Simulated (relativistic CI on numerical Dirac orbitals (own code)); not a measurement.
**Ni⁴⁺: 3s photoemission**

Computed with this model: Dirac-Coulomb-Breit CI, KLI orbitals optimised for each configuration, QED by a radiative potential, valence Slater integrals scaled by 0.9, multiplet model of photoemission in the sudden approximation; configurations [Ar] 3d6 → [Ne] 3s 3p6 3d6; 300 K; Lorentzian 1.5 eV and Gaussian 0.6 eV FWHM. Energies are those of the free ion, without screening or charge transfer. The energies are binding energies and can lie tens of eV above those of solids. Without intra-shell correlation the exchange splitting of an s hole comes out too large, often by half or more. S is read from ⟨S²⟩ = S(S + 1).

Field parameters in Wybourne normalisation: D4h B²₀ = −7Ds, B⁴₀ = 21(Dq − Dt), B⁴₄ = 21√(5/14) Dq. The field is a parameter set, without covalency.

free ion: ground-state S = 2.00, centroid 194.70 eV. Peaks (eV, height): 189.4 (100), 202.6 (66).

D4h, 10Dq = 27500, Ds = -1500, Dt = -370 cm⁻¹: ground-state S = 0.03, centroid 195.06 eV. Peaks (eV, height): 195.2 (100).

Strongest unbroadened transitions for free ion:

```
Energy (eV)  Relative strength
     189.45              100.0
     189.53                0.2
     189.56                8.0
     196.08                0.0
     196.12                0.1
     197.82                0.0
     201.48                0.0
     202.46                0.1
     202.57               70.4
     202.59                0.2
     202.60                0.5
     202.70                0.0
     204.00                0.5
     204.49                0.0
```
